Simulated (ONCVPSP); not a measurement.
Before and after: ONCV potential for gallium

gallium, optimised norm-conserving Vanderbilt (ONCV), made with ONCVPSP 4.0.1 (PBE, scalar-relativistic). Core [Ar] 3d10, reference 4s2 4p1. Waves: 4s: rc 1.80 bohr, ncon 4, nbas 7, qcut 4.1 1/bohr, local; 4p: rc 2.05 bohr, ncon 3, nbas 6, qcut 4.6 1/bohr, 1 projector. Local part: the s channel. Core correction: Teter function, fcfact 4, rcfact 1.2.

All-electron outer shells of the reference configuration (PBE, scalar-relativistic, ld1.x):

```json
{"shell": "3p", "level (eV)": "-98.86", "outermost node (bohr)": "0.24", "outermost maximum (bohr)": "0.56"}
{"shell": "3d", "level (eV)": "-19.15", "outermost node (bohr)": "–", "outermost maximum (bohr)": "0.53"}
{"shell": "4s", "level (eV)": "-8.95", "outermost node (bohr)": "0.81", "outermost maximum (bohr)": "1.90"}
{"shell": "4p", "level (eV)": "-2.58", "outermost node (bohr)": "0.87", "outermost maximum (bohr)": "2.53"}
```

Change: p: qcut 3.1.

Cutoffs: the cutoffs (Ha) at which the residual kinetic energy of the hardest occupied pseudo-wave falls to 1 and 0.1 mHa per electron; they do not see the model core or the augmentation charge, which bear on the density cutoff. Errors are all-electron minus pseudo energies relative to the spin-unpolarised reference configuration.

What does the change do?

The potential gets neither clearly harder nor softer (7.5 Ha and 16 Ha → 7.5 Ha and 16 Ha); the s channel sets the loose cutoff, while the largest relative change is in p, which becomes softer; of the 4 tests that both files solve, the error grows in 0 and shrinks in 1 by more than 15 % and 0.3 meV (median size 6.9 → 6.1 meV); neither file shows a bound ghost.

| quantity | base | changed |
| --- | --- | --- |
| cutoff, loose | 7.5 Ha | 7.5 Ha |
| cutoff, tight | 16 Ha | 16 Ha |
| loose cutoff by channel | s 7.5 Ha, p 5.1 Ha | s 7.5 Ha, p 2.8 Ha |
| bound ghosts | none | none |
| GHOST(+) flags under 300 eV | none | none |
| error for 4s2 4p0, meV [ΔE 5.69 eV] | +9.8 | +10 |
| error for 4s1 4p0, meV [ΔE 26.82 eV] | -17 | -19 |
| error for 4s2 4p0.5, meV [ΔE 2.03 eV] | +2.0 | +2.1 |
| error for 4s1 4p2, meV [ΔE 6.54 eV] | -3.9 | -1.6 |
| s: phases at 1.82 bohr within 0.05 rad from the reference energy up to (Ha; the scan ends near 5) | 3.0 | 3.0 |
| p: phases at 2.08 bohr within 0.05 rad from the reference energy up to (Ha; the scan ends near 5) | 4.0 | 3.7 |
| rms error of d²Exc/dni dnj with the model core, mHa | 3.16 | 3.14 |
